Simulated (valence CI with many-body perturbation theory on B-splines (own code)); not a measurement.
## Sensitivity of CI+MBPT for C I

Level of theory: relativistic CI+MBPT: four valence electrons over a frozen Dirac-Fock core [He], a basis of 6 s, 6 p, 5 d, 3 f, 1 g functions for each j, with the one-electron correlation potential Σ1, the two-electron term Σ2, the three-electron term Σ3, Breit, model QED; selected CI, second order for the rest, scaled by the run's own slope (own B-spline code, finite nucleus).

Against 25 measured levels this calculation errs by 119 cm⁻¹ on average and by 286 at most. Among the levels kept, up to 360 cm⁻¹ of a level comes from second order outside the variational space, and about a tenth of that is noise between levels of different J, which matters for small intervals.

The reference run has the lowest level 2s2 2p2 3P_0 and an ionisation energy of 11.2399 eV. Its largest variational space holds 10906 state functions.

Changed runs:
A. factor on the speed of light 1 → 10; QED terms on → off
B. box radius (bohr) 49.232 → 50; orbitals per symmetry with explicit Σ2 and valence Breit (the others get mean screening factors) 5 → 4
C. shift of the energy in Σ1 (hartree) 0 → 0.089
D. logarithmic knot step 0.27 → 0.8 (bad on purpose)

Excitation energies of the reference run in cm⁻¹, and shifts in cm⁻¹:

```tsv
Level	Reference	B	C	D
2s2 2p2 3P_1	10.0	+0.1	0	+1.3
2s2 2p2 3P_2	38.5	-0.1	0	+0.3
2s2 2p2 1D_2	10363	-3.4	+0.3	+16
2s2 2p2 1S_0	21909	+8.5	+0.5	+25
2s 2p3 5S°_2	33449	-1.3	-0.9	-143
2s2 2p 3s 3P°_0	60214	+9.5	+2.0	+26
2s2 2p 3s 3P°_1	60232	+9.4	+2.0	+26
2s2 2p 3s 3P°_2	60271	+9.3	+2.0	+27
2s2 2p 3s 1P°_1	61903	+7.3	+2.0	+31
2s 2p3 3D°_3	64199	-12	-0.1	-108
2s 2p3 3D°_2	64200	-12	-0.1	-108
2s 2p3 3D°_1	64204	-12	-0.1	-108
Ionisation energy (eV)	11.2399	+0.0012	+0.00027	+0.0038
```

Run A ends with another lowest level, 2s2 2p2 3P_1, and an ionisation energy of 11.2463 eV.
